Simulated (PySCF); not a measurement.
C4H10Sb, doublet, geometry from GFN2-xTB (the spin is typed, not shown lowest) (all electrons, no relativity). Base run: HF/STO-3G (PySCF).

PySCF was given this input:
```python
from pyscf import gto, scf

mol = gto.Mole()
mol.atom = '''
    Sb    0.697952    0.220991    0.173244
    C    -0.977078   -0.603237    1.351414
    C    -1.098396   -2.105552    1.203281
    H    -1.889142   -0.111721    1.017637
    H    -0.810807   -0.337584    2.393541
    H    -0.199554   -2.603068    1.563473
    H    -1.247098   -2.383392    0.161315
    H    -1.946759   -2.481089    1.775917
    C    -0.456196    0.149423   -1.707177
    C    -1.425818    1.306315   -1.829834
    H    -0.988853   -0.799533   -1.732004
    H     0.253810    0.161224   -2.531797
    H    -0.894683    2.256602   -1.835081
    H    -2.129724    1.314196   -0.999500
    H    -1.997810    1.232128   -2.755026
'''
mol.basis = 'sto-3g'
mol.charge = 0
mol.spin = 1
mol.verbose = 3
mol.build()

mf = scf.UHF(mol)
mf.kernel()
```

The base run was repeated with changes; each row names its change, and settings that it needs were set with it.

```csv
change,basis functions,E (Eh),HOMO (eV),dipole (D)
base,57,-6406.82030,-5.90,0.70
basis = x2c-SVPall; relativity = none,142,-6319.02338,-8.70,2.08
basis = jorge-DZP-DKH; relativity = none,158,-6404.73803,-8.19,1.33
basis = ANO-RCC-VDZP; relativity = none,149,-6277.64103,-8.56,2.11
basis = jorge-DZP-DKH; relativity = spin-free X2C; nucleus = Gaussian (with mol.nucmod = 'G'),158,-6627.75721,-7.99,0.82
basis = ANO-RCC-VDZP; relativity = spin-free X2C,149,-6635.29580,-8.02,0.99
basis = x2c-SVPall; relativity = spin-free X2C,142,-6634.59692,-8.05,0.83
basis = x2c-SVPall; relativity = spin-free X2C; nucleus = Gaussian (with mol.nucmod = 'G'),142,-6634.45657,-8.05,0.83
basis = jorge-DZP-DKH; relativity = spin-free X2C,158,-6627.91700,-7.99,0.82
basis = ANO-RCC-VDZP; relativity = spin-free X2C; nucleus = Gaussian (with mol.nucmod = 'G'),149,-6635.10843,-8.02,0.99
```

Totals shift with the method and basis; they matter in differences.

Open shells are given as the SCF converged; they aren't shown to be the lowest states, and a large step between rows can be another state.

Basis sets contracted for a relativistic Hamiltonian are a mismatch without it, so the rows without relativity aren't non-relativistic limits. No row has spin-orbit coupling; sets with core potentials leave out the core electrons.
